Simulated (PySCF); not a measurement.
Compound: 3'-hydroxyacetophenone, C₈H₈O₂.
Numbering: `[CH3:1][C:2](=[O:3])[c:4]1[cH:5][cH:6][cH:7][c:8]([OH:9])[cH:10]1` (hydrogens: H11, H12, H13 on C1; H14 on C5; H15 on C6; H16 on C7; H17 on O9; H18 on C10)

Method used: PBE0-D3(BJ)/def2-SVP geometry optimisation, gas phase in PySCF 2.14.0.

**Question.** Give the optimised bond lengths and angles.

**Answer.** 
```
                  bond  length (bohr)
                 C1–C2          2.852
                 C2=O3          2.289
                 C2–C4          2.832
                 C4–C5          2.642
                 C5–C6          2.630
                 C6–C7          2.630
                 C7–C8          2.644
                 C8–O9          2.549
                C8–C10          2.639
                C4–C10          2.646
C1–H11, C1–H12, C1–H13          2.078
                C5–H14          2.062
                C6–H15          2.065
                C7–H16          2.063
                O9–H17          1.820
               C10–H18          2.066
```

Bonds in one row agree within 0.02 bohr and their mean is given. A selection of angles:
```
    angle  degrees
 C1–C2–O3    121.0
 C1–C2–C4    118.5
 O3–C2–C4    120.5
 C2–C4–C5    118.0
C2–C4–C10    122.3
C5–C4–C10    119.7
 C4–C5–C6    119.7
 C5–C6–C7    120.7
 C6–C7–C8    119.9
 C7–C8–O9    117.8
C7–C8–C10    119.6
O9–C8–C10    122.7
C4–C10–C8    120.4
H17–O9–C8    109.5
```

Dihedral angles: C1–C2–C4–C5 179° (antiperiplanar); H17–O9–C8–C7 180° (antiperiplanar).

The 10 heavy atoms lie in one plane (0.006 Å rms). The 6-membered ring C4–C5–C6–C7–C8–C10 has internal angles of 119.6° to 120.7°; it is planar, 0.00 Å rms from its mean plane, widest ring torsion 0°. Of the pairs four or more bonds apart, O3···H14 is among the closest relative to their van der Waals radii: 2.43 Å, 89 % of the sum of Bondi's values. The C–C distances run from 1.392 Å (C6–C7, aromatic) to 1.509 Å (C1–C2, drawn single), a spread of 0.117 Å. The C–O distances run from 1.211 Å (C2=O3, drawn double) to 1.349 Å (C8–O9, drawn single), a spread of 0.138 Å.

Point group: Cs (tolerance 0.08 Å). No frequency check. The numbers are those of one conformer (C1–C2–C4–C5 179°, C7–C8–O9–H 180°).
